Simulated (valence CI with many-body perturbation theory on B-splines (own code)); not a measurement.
## Sensitivity of CI+MBPT for Ga X

Calculated by relativistic CI+MBPT: four valence electrons over a frozen Dirac-Fock core [Ar], radial functions for each j: 6 s, 6 p, 5 d, 5 f, 1 g, with the one-electron correlation potential Σ1 (screened to all orders), the two-electron term Σ2, the three-electron term Σ3, Breit, model QED; selected single and double excitations, second order for the rest, scaled by the run's own slope (own B-spline code, finite nucleus).

No measured spectrum was set against this ion. As an estimate, terms of the open shell hold to 2 to 4 % of their energy, and close levels can change places. Only levels of the ground parity were solved; by the run's estimate the other parity begins above the list, which can be wrong where configurations are misplaced.

The reference run has the lowest level 3d4 5D_0 and an ionisation energy of 243.446 eV. Its largest variational space holds 7523 state functions.

Reference levels: 3d4 5D_1 664, 3d4 5D_2 1825, 3d4 5D_3 3343, 3d4 5D_4 5105, 3d4 3P_0 38678, 3d4 3H_4 40128, 3d4 3H_5 41640, 3d4 3P_1 42537, 3d4 3H_6 42918, 3d4 3F_3 45102, 3d4 3F_2 45377, 3d4 3F_4 45858 cm⁻¹.

(1) Rank these changes by the mean size of the shift of these levels, smallest first.
A. size limit of the variational space 10000 → 1500; second order for the rest on → off
B. scale of Σ1 1 → 0.9
C. box radius (bohr) 11.461 → 5.55

Results:

(1) C (5.9 cm⁻¹), B (25 cm⁻¹), A (1500 cm⁻¹).
